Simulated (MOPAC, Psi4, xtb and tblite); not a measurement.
Conformational energy of SMILES c1[se]c(-c2ccc[se]2)cc1 (C8H6Se2). Scanned: dihedral Se3–C4–C5–Se9; all other coordinates were relaxed at GFN2-xTB. Points at φ and −φ are mirror images. Heavy atoms are numbered in the order of the SMILES c1c[se]c(-c2ccc[se]2)c1, hydrogens after them in the order of the atoms that carry them; the mirror image has the same energies with the sign of each dihedral reversed. Each profile is relative to its own lowest point.

| φ / ° | A | B | C |
|---|---|---|---|
| -150 | 0.0 | 0.1 | 3.8 |
| -120 | 0.5 | 5.2 | 14.3 |
| -90 | 0.7 | 12.0 | 22.6 |
| -60 | 5.5 | 6.5 | 17.4 |
| -30 | 10.5 | 3.1 | 10.3 |
| 0 | 15.1 | 5.5 | 8.5 |
| 30 | 10.5 | 3.1 | 10.3 |
| 60 | 5.5 | 6.5 | 17.4 |
| 90 | 0.7 | 12.0 | 22.6 |
| 120 | 0.5 | 5.2 | 14.3 |
| 150 | 0.0 | 0.1 | 3.8 |
| 180 | 0.1 | 0.0 | 0.0 |

Energies in kJ/mol.

Q: Match the curves with the methods B3LYP-D3(BJ)/def2-SVP // GFN2-xTB (Psi4); GFN2-xTB in xtb and tblite; PM7, restricted, heats of formation // GFN2-xTB (MOPAC 23.2.5).

A: A is PM7; B is B3LYP-D3(BJ)/def2-SVP; C is GFN2-xTB.
